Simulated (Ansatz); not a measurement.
```yaml
crystal:
  periodic: [false, false, false]
  atoms:
    - {symbol: C, position_ang: [-1.063056, -0.375502, 1.857993]}
    - {symbol: O, position_ang: [-0.727043, 0.554409, 0.860556]}
    - {symbol: Si, position_ang: [-0.187164, 0.101699, -0.634064]}
    - {symbol: C, position_ang: [1.522565, -0.622432, -0.512246]}
    - {symbol: N, position_ang: [-0.150695, 1.428558, -1.705727]}
    - {symbol: H, position_ang: [-1.595202, 0.146340, 2.656203]}
    - {symbol: H, position_ang: [-0.171237, -0.844121, 2.291765]}
    - {symbol: H, position_ang: [-1.715721, -1.169802, 1.473003]}
    - {symbol: H, position_ang: [-1.161880, -0.896468, -1.160638]}
    - {symbol: H, position_ang: [2.241305, 0.128434, -0.171751]}
    - {symbol: H, position_ang: [1.548005, -1.450577, 0.200749]}
    - {symbol: H, position_ang: [1.855773, -1.000941, -1.481159]}
    - {symbol: H, position_ang: [-1.008457, 1.872704, -1.990938]}
    - {symbol: H, position_ang: [0.599806, 2.098398, -1.655145]}
basis:
  gaussian: {orbitals: def2-mTZVPP, point_charges: [{charge: -1.00, position_ang: [5.221, -0.992, 0.644]}]}
magnetization: {spin_polarized: true, initial_magnetization: 2}
hamiltonian: {xc: {name: M06-2X}}
accuracy: high
output: {forces: true}
```

```sh
$ ansatz run in.yaml --threads 4 --pin off --events-out ev --progress --plain --max-ram 10444MiB
```

Output, abridged:

```
Error: YAML parse error: error: line 21 column 19: hamiltonian.xc: no functional is named "M06-2X"; the names, which are not case-sensitive, are SVWN5, SPW92, PBE, PBE0, PBEsol, revPBE, revPBE0, RPBE, rPW86-PBE, HSE06, wPBEh, LC-wPBE, HISS, HF, BLYP, B3LYP, B3LYP5, BHLYP, CAM-B3LYP, r2SCAN, r2SCANh, r2SCAN0, r2SCAN50, m-r2SCAN, B97, wB97, wB97X, wB97X-V, B97M-V, wB97M-V, B2PLYP, B2GP-PLYP, PBE0-DH, PBE-QIDH
19 |   gaussian: {orbitals: def2-mTZVPP, point_charges: [{charge: -1.00, position_ang: […
20 | magnetization: {spin_polarized: true, initial_magnetization: 2}
21 | hamiltonian: {xc: {name: M06-2X}}
22 | accuracy: high
23 | output: {forces: true}
```

Task: What is wrong with this run?

Result: The method's name isn't one that the program takes here. The program refused the input.

HSE06 is defined as in plane-wave codes.
